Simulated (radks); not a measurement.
Results of a calculation; reference values are marked as such.
Ionisation of Dy50+, [Ne] 3s2 3p4, to Dy51+, [Ne] 3s2 3p3, under several functionals. Non-relativistic Kohn-Sham, spin-polarised, spherical densities, point nucleus; open shells are filled with parallel spins first (spin-orbit coupling, left out, can overturn this in heavy ions); a radial shooting solver on a logarithmic mesh with Libxc functionals.

functional                                        E(Dy50+) (hartree)  Exc (hartree)  IE (eV)  -e(HOMO) (eV)  <r> HOMO (bohr)  IE error (eV)
LDA (Slater exchange, Perdew-Zunger correlation)          -9193.8658      -126.7306   4459.2         4409.5           0.2173          -63.8
OLYP                                                      -9202.4268      -135.3699   4459.2         4411.6           0.2174          -63.8
exchange-only B88                                         -9201.0358      -133.9546   4457.4         4408.2           0.2174          -65.6
revPBE                                                    -9201.4544      -134.3722   4458.4         4409.5           0.2174          -64.6
RPBE                                                      -9201.5781      -134.4966   4458.1         4409.3           0.2174          -64.9
XLYP                                                      -9202.4403      -135.3628   4459.3         4409.9           0.2173          -63.7
LDA (Slater exchange, Perdew-Wang correlation)            -9193.8637      -126.7284   4459.0         4409.3           0.2173          -64.0
revTPSS                                                   -9200.6381      -133.5436   4456.5         4408.2           0.2176          -66.5
Tao-Mo meta-GGA                                           -9200.9357      -133.8469   4456.4         4407.9           0.2176          -66.6
exchange-only r2SCAN                                      -9200.6131      -133.5330   4452.9         4406.0           0.2177          -70.1

NIST Atomic Spectra Database: 4523 eV (theoretical). Closest: XLYP. The Delta-SCF values span 6.36 eV, the total energies 8.58 hartree. The highest occupied level is 3p. Relativity is left out here, which matters for elements this heavy. Open shells are spherical and high-spin; term and fine-structure splittings are not resolved.
